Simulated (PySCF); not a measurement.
# TbH: from constants to spectrum

ROHF-CCSD(T) constants of TbH, septet, about 8.2 electrons in the 4f shell (Mulliken), real f orbitals that mix terms (basis Tb x2c-SVPall, H x2c-SVPall; spin-free X2C with a Gaussian nucleus; PySCF 2.14; masses 158.9253 and 1.0078 u):

| Item | Value |
| --- | --- |
| ωe | 1545.5 cm⁻¹ |
| ωexe | 20.8 cm⁻¹ |
| Be | 4.4938 cm⁻¹ |
| αe | 0.0747 cm⁻¹ |
| D (centrifugal) | 0.000152 cm⁻¹ |
| De to Tb (4f9 6s2) + H | 3.83 eV |

Task: Give the vibrational terms G(v) and spacings up to v = 6.

Result: G(v) = ωe(v+½) − ωexe(v+½)².

```json
{"v": "0", "G(v) (cm⁻¹)": "768", "G(v) − G(v−1)": "", "Bv (cm⁻¹)": "4.456"}
{"v": "1", "G(v) (cm⁻¹)": "2271", "G(v) − G(v−1)": "1504", "Bv (cm⁻¹)": "4.382"}
{"v": "2", "G(v) (cm⁻¹)": "3734", "G(v) − G(v−1)": "1462", "Bv (cm⁻¹)": "4.307"}
{"v": "3", "G(v) (cm⁻¹)": "5154", "G(v) − G(v−1)": "1421", "Bv (cm⁻¹)": "4.232"}
{"v": "4", "G(v) (cm⁻¹)": "6534", "G(v) − G(v−1)": "1379", "Bv (cm⁻¹)": "4.158"}
{"v": "5", "G(v) (cm⁻¹)": "7871", "G(v) − G(v−1)": "1338", "Bv (cm⁻¹)": "4.083"}
{"v": "6", "G(v) (cm⁻¹)": "9167", "G(v) − G(v−1)": "1296", "Bv (cm⁻¹)": "4.008"}
```

Task: How well does the Morse estimate ωe²/(4ωexe) reproduce De, and what is D0?

Result: It gives 3.56 eV, 93 % of the computed De. D0 = De − G(0) = 3.83 − 0.10 = 3.73 eV.

Correlated steps freeze 18 core orbitals. Correlated levels converge slowly with the basis: in double zeta they bind strong bonds too weakly, by up to about 1 eV, and carry superposition errors of some tenths. These are scalar-relativistic numbers at best; spin–orbit coupling would shift them, the dissociation energy most. With d or f electrons several states lie close, and the lowest PBE0 determinant need not be the measured ground state.
